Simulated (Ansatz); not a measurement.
`O[B](F)[InH2]` + `[SiH3]N[SiH3]` → `[SiH3][N]([SiH3])[InH2]` + `OBF` at 400 K and 1 bar (cleavage of the In–B bond).

Program: Ansatz. Geometries: PBE0-D4/def2-TZVP. ΔE: electronic, gas phase. CCSD(T)/CBS adds triple-zeta CCSD(T) − MP2 to the extrapolated MP2 energy (def2 sets, frozen cores). This one scheme is used for every species. def2 core potentials past Kr. For In outer-core shells are correlated without core-valence functions, which leaves a few kJ/mol of doubt a bond. Each species was taken in one conformer, which may not be the lowest.

```tsv
species	CCSD(T)/CBS energy (Eh)	H − E (kJ/mol)	S (J/(mol·K))
`O[B](F)[InH2]`	-391.45169	115.9	370.6
`[SiH3]N[SiH3]`	-637.10515	203.4	366.7
`[SiH3][N]([SiH3])[InH2]`	-827.51128	219.7	444.2
`OBF`	-201.07426	96.4	268.5
```

H − E and S are ideal-gas, rigid-rotor, harmonic terms from PBE0-D4/def2-TZVP, for one conformer and one mirror image of each species. 1 Eh = 2625.50 kJ/mol, R = 8.31446 J/(mol·K).

Question: By hand: ΔE, ΔH, ΔS and ΔG.

Answer: ΔE = (-827.51128) + (-201.07426) − (-391.45169) − (-637.10515) = -0.02870 Eh = -75.4 kJ/mol. Δ(H − E) = 219.7 + 96.4 − 115.9 − 203.4 = -3.2, so ΔH = -78.6 kJ/mol. ΔS = 444.2 + 268.5 − 370.6 − 366.7 = -24.6 J/(mol·K). ΔG = -78.6 − 400 × (-24.6)/1000 = -68.8 kJ/mol.

Question: By hand: the equilibrium constant, and the temperature at which ΔG would vanish if ΔH and ΔS stayed fixed.

Answer: log₁₀ K = −ΔG/(RT ln 10) = 9.0. ΔG = 0 at ΔH/ΔS = 3195 K, far beyond where these terms or the molecules hold.

ΔH outweighs TΔS. A doubt of 5 kJ/mol in ΔE shifts log₁₀ K by 0.7 here. Other conformers and mirror images would add mixing entropy, several J/(mol·K) or more a flexible species. Modes under 60 cm⁻¹, often nearly free rotors, make the harmonic entropy too high. These are equilibria of isolated gas molecules and say nothing of rates. Largest T1 diagnostic: 0.015 (customary marks: 0.02 for closed shells, 0.045 for open ones).
